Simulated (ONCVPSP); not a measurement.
## Pseudopotentials across the periodic table

Generated with ld1.x 7.5 (TM, RRKJ, ultrasoft, PAW), atompaw 4.2 or ONCVPSP 4.0.1. The cutoff is in Ry: for ld1.x and atompaw files where the sum of valence levels is converged to 10 mRy in a Bessel basis, for ONCV files where the hardest occupied wave has 1 mHa per electron of residual kinetic energy. The error is the largest all-electron minus pseudo excitation energy over each file’s own four to seven test configurations (ionisations up to +4, promotions, holes and added fractions of an electron), all of which were solved. The labels leave out finer settings (local radius, basis sizes, second energies), which also bear on the numbers. Spin-polarised tests are not counted. The rows are a selection from randomly drawn settings: files with unsolved tests, undetermined cutoffs or missed reference levels are left out.

A true bound ghost makes a file unfit for plane-wave use even where its test errors are small: the radial tests pick states by their node count and pass the ghost by.

```csv
element,potential,cutoff (Ry),largest error (meV),bound ghosts
Be,"ONCV, LDA (Perdew-Zunger), scalar-relativistic, rc 0.65/0.65/0.60 (spd), local d, core correction no, reference 1s2 2s0.5, qcut 14.5/13.1/15.1, projectors 2/2/0",201,+0.8,none
F,"ONCV, PBEsol, scalar-relativistic, rc 0.75/1.42/1.15 (spd), local smoothed, core correction yes, reference 2s2 2p5, qcut 7/13.9/9.8, projectors 3/2/2",842,+487,s
Cl,"ONCV, PBE, scalar-relativistic, rc 1.20/1.15/1.30 (spd), local smoothed, core correction yes, reference 3s2 3p5, qcut 7/6/6.9, projectors 2/2/2",231,+63,"s, d"
Ca,"ONCV, PBE, scalar-relativistic, rc 3.45/1.95/3.00 (spd), local p, core correction no, reference 3p6 4s2, qcut 2.2/6.4/3.7, projectors 2/0/2",27,+250,none
Cr,"ONCV, BLYP, scalar-relativistic, rc 2.65/2.20/1.35 (spd), local smoothed, core correction yes, reference 3d5 4s0.5, qcut 1.8/3.8/8.6, projectors 2/2/2",72,-313,p
Cr,"ONCV, PBE, scalar-relativistic, rc 2.65/1.30/1.10 (spd), local d, core correction yes, reference 3p6 3d5 4s0.5, qcut 2.6/13.9/7.3, projectors 3/2/0",286,+7.6,s
Pd,"ONCV, PBE, scalar-relativistic, rc 2.35/2.00/2.00 (spd), local smoothed, core correction yes, reference 4d9 5s1, qcut 2.7/4.2/7.5, projectors 2/3/2",42,-642,"s, p"
Ce,"ONCV, PBE, scalar-relativistic, rc 2.45/1.95/3.10/1.10 (spdf), local smoothed, core correction yes, reference 4f1 5s2 5p6 5d1 6s2, qcut 5.1/4.7/4.3/13.2, projectors 2/2/1/2",158,-74,"s, p"
```

**Question.** Fill in the row for Tm: ONCV, PBE, scalar-relativistic, rc 1.70/1.75/2.65 (spd), local smoothed, core correction no, reference 5s2 5p6 5d1 6s1, qcut 5.6/8.7/5.5, projectors 2/2/2.

**Answer.** cutoff 45 Ry, largest error -18 meV, bound ghosts: none.
